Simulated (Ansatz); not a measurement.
Reaction (atomization): `[CH3][SnH]1[CH2][InH]1` → 2 C• + 7 H• + In• + Sn•

Calculated with Ansatz (gas phase, PBE0-D4/def2-TZVP geometries, no zero-point term in ΔE). CBS: MP2 limit from def2 TZ/QZ plus the TZ coupled-cluster correction, frozen cores. This one scheme is used for every species, atoms too. For atomizations the MP2-based limit and the directly extrapolated one differ by several kJ/mol either way, and by 10 to 25 for some Ge, Se and Sn compounds, so smaller differences from it don't rank the levels. Functionals use def2-TZVPP. B3LYP here is the variant with VWN-RPA as its local correlation; programs differ in this. HSE06 is defined as in plane-wave codes. Open shells (•) are unrestricted, without spin–orbit coupling. Spin–orbit coupling would lower the free atoms: a little for C; strongly for In, Sn. def2 core potentials past Kr. For In, Sn outer-core shells are correlated without core-valence functions, so the limit isn't a true one: a few kJ/mol of doubt a bond, and 10 to 20 or more in all where bonds break to atoms.

CCSD(T)/CBS gives +3304.8 kJ/mol.

(1) Another level gave +3300.2 kJ/mol. Which?
A. B3LYP/def2-TZVPP
B. B97M-V/def2-TZVPP
C. HSE06-D4/def2-TZVPP
D. LC-ωPBE/def2-TZVPP

Largest T1 diagnostic among the species: 0.015.

Results:

(1) B. B97M-V 3300.2, LC-ωPBE 3249.7, HSE06-D4 3268.0, B3LYP 3207.4 kJ/mol.

The D4 term adds +38.1 kJ/mol with B3LYP and +20.1 kJ/mol with PBE0; it sums over pairs of atoms, weighted by their polarisabilities, and B3LYP, whose exchange is more repulsive, gets the larger term. From BLYP to BHLYP (50 % exact exchange), in def2-TZVPP and without D4, ΔE moves by −26.9 kJ/mol: exact exchange takes away binding that semilocal exchange gives to molecules. In def2-TZVPP, CCSD(T) changes the Hartree–Fock value by +886.9 kJ/mol (the triples alone add +55.6 kJ/mol) and MP2 by +877.5 kJ/mol; breaking electron pairs costs correlation energy, which Hartree–Fock lacks.
